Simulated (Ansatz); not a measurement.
Which isomer of BF2HSi gives these data?

These gas-phase data were calculated for one isomer of BF2HSi at PBE0-D3(BJ)/def2-SVP (harmonic, unscaled wavenumbers; equilibrium rotational constants with average atomic masses):

* rotational constants: 10.03, 3.919, 2.892 GHz
* all wavenumbers above 1500 cm⁻¹: 2050
* dipole moment: 1.03 D (PBE0/def2-TZVPD)

Candidates:

(1) `FB(F)[SiH]`, a singlet
(2) `FB[Si]F`, a singlet

Problem. Assign the data to one candidate and say why.

Solution. Candidate (1). No mode falls between 2350 and 2900 cm⁻¹, where the B–H stretch of (2) would stand.

The same quantities for all candidates:

|  | rotational constants (GHz) | wavenumbers above 1500 cm⁻¹ | dipole (D) | E above the lowest, PBE0-D3(BJ)/def2-SVP (kcal/mol) |
| --- | --- | --- | --- | --- |
| (1) | 10.03, 3.919, 2.892 | 2050 | 1.03 | 0.0 |
| (2) | 14.69, 3.063, 2.76 | 2542 | 1.07 | 14.2 |

Each candidate is one conformer. Programs: Ansatz 0.2.0.
